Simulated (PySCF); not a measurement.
**Worked example: chemical shift, span and skew from a shielding tensor**

Si(Br)(OH) (BrHOSi), SMILES O[Si]Br (connectivity only; charge and spin as stated), neutral, multiplicity 1. Atoms are numbered in the order given.

```xyz
4

Si     0.6884    -1.1549     0.0000
Br    -0.0811     0.9907     0.0000
O     -0.7604    -1.9489     0.0000
H     -0.7166    -2.9125     0.0000
```

Geometry optimised at B3LYP-D3(BJ)/def2-TZVP. One conformer was computed; it need not be the lowest.

GIAO shieldings from PySCF with PBE0/pcSseg-2, non-relativistic, no solvent. The symmetric part of the tensor of Si1 has the principal values -210.4, 213.3, 333.2 ppm. The same nucleus in TMS has σ = 341.9 ppm at this level (PySCF, at its B3LYP-D3(BJ)/def2-TZVP geometry). Without spin–orbit terms, shifts of atoms bonded to Cl or Br come out too high.

Q: Work out the isotropic shielding, the ²⁹Si shift against TMS, the span and the skew.

A: 
σ(iso) = (σ11 + σ22 + σ33)/3 = 112.0 ppm. δ = σ(ref) − σ(iso) = 341.9 − (112.0) = 229.9 ppm.
Span Ω = σ33 − σ11 = 543.6 ppm. Skew κ = 3(σ(iso) − σ22)/Ω = -0.56. Tumbling in solution averages the tensor to δ; in a static solid the shielding alone would spread this spin-1/2 line over Ω.
